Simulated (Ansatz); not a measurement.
Relaxation of CH₅NSSi (9 atoms, charge 0, multiplicity 1), to a largest force component of 0.02 eV/Å in at most 50 steps.

Level of theory: Ansatz, RKS B3LYP-D4/STO-3G.

```xyz
9
Properties=species:S:1:pos:R:3
N -0.299 0.170 -1.010
C -0.146 1.315 -0.450
S 0.327 1.218 1.153
Si 0.209 -0.982 0.677
H -0.584 0.127 -1.982
H -0.295 2.278 -0.925
H 1.368 -1.340 -0.127
H 0.614 -1.418 2.037
H -1.194 -1.368 0.627
```

Question: Where does it end, and by what steps?

Answer: The run converged. Limits of this set-up: minimal basis. After 10 steps the energy has fallen by 0.735 eV; H5 moved furthest, 0.64 Å. Parted: N1–Si4.

| step | energy less start (eV) | largest force component (eV/Å) | accepted |
| --- | --- | --- | --- |
| 0 | 0.0000 | 2.670 | yes |
| 1 | -0.3690 | 1.154 | yes |
| 2 | -0.4741 | 0.646 | yes |
| 3 | -0.5460 | 0.721 | yes |
| 4 | -0.6707 | 0.403 | yes |
| 5 | -0.7180 | 0.715 | yes |
| 6 | -0.7330 | 0.188 | yes |
| 7 | -0.7348 | 0.064 | yes |
| 8 | -0.7343 | 0.235 | no |
| 9 | -0.7347 | 0.089 | no |
| 10 | -0.7352 | 0.007 | yes |

```xyz
9
Properties=species:S:1:pos:R:3
N -0.407 0.269 -1.377
C -0.191 1.318 -0.607
S 0.304 1.092 1.070
Si 0.307 -1.063 1.009
H -0.695 0.643 -2.341
H -0.294 2.379 -0.914
H 1.278 -1.579 0.073
H 0.704 -1.456 2.342
H -1.007 -1.602 0.746
```

Whether the end is a true minimum wasn't checked by a vibrational analysis.

Time of the run: 25 s on 1 thread of AMD EPYC 7R43 64-Core Processor (Zen 3) (shared host), peak memory 0.16 GiB.
